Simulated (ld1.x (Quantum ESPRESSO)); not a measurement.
## P, TM: configuration errors across variants

ld1.x (Quantum ESPRESSO) 7.5 input, shortened:

```
&input
   title='P', zed=15., rel=1, dft='PBESOL', iswitch=3,
   config='[Ne] 3s2 3p3'
 /
 &inputp
   pseudotype=2, tm=.true., lloc=0,
   nlcc=.false.
 /
2
3P  2  1   3.00   0.00  1.20  1.20  0.0
3S  1  0   2.00   0.00  1.40  1.40  0.0
 &test
   configts(1)='3s2 3p3'
 /
```

All-electron excitation energies from the reference (eV): (1) 3s2 3p2 9.698; (2) 3s2 3p1 28.810; (3) 3s2 3p0 58.515; (4) 3s2 3p2.5 3.760; (5) 3s2 3p3.3 -1.299; (6) 3s1 3p4 8.509; (7) 3s1 3p0 110.428.

3 further variants failed, have other tests or another functional or relativity, and are left out.

A true bound ghost makes a file unfit for plane-wave use even where its test errors are small: the radial tests pick states by their node count and pass the ghost by.

Errors AE − PS in meV (a dash: test not solved or not reliable):

```csv
change,(1),(2),(3),(4),(5),(6),(7),bound ghosts
base,+2.7,+17,+56,+0.5,+0.2,+3.9,+190,none
wave 3p (bound): rc 1.20 bohr becomes 3p (bound): rc 1.38 bohr,+2.4,+18,+62,+0.4,+0.2,+2.4,+211,none
core correction a·sin(br)/r model core inside 0.92 bohr,+3.4,+19,+45,+0.6,+0.2,+1.9,+96,none
wave 3s (bound): rc 1.40 bohr becomes 3s (bound): rc 1.34 bohr,+2.9,+18,+56,+0.5,+0.2,+3.4,+191,none
"type ultrasoft; waves now 3s (bound): rcut 1.20, rcutus 1.40 bohr; 3s channel at -0.6 Ry: rcut 1.20, rcutus 1.40 bohr; 3p (bound): rcut 1.05, rcutus 1.20 bohr; 3p channel at 0.45 Ry: rcut 1.05, rcutus 1.20 bohr; local potential all-electron potential smoothed inside 1.00 bohr (lloc = -2); augmentation built from norm-conserving waves at rcut, not smoothed further",+1.2,+14,+77,+0.1,+0.1,+12,+148,p
wave 3p (bound): rc 1.20 bohr becomes 3p (bound): rc 0.96 bohr,+5.5,+35,+162,+1.1,+0.2,+32,+217,none
local potential the p channel,+3.1,+19,+59,+0.6,+0.2,+4.0,+196,none
```

Problem. Give the same row for: all radii scaled by about 1.22 (s 1.72, p 1.46 bohr).

Solution. +2.9, +21, +73, +0.4, +0.2, +1.8, +222; bound ghosts: none.
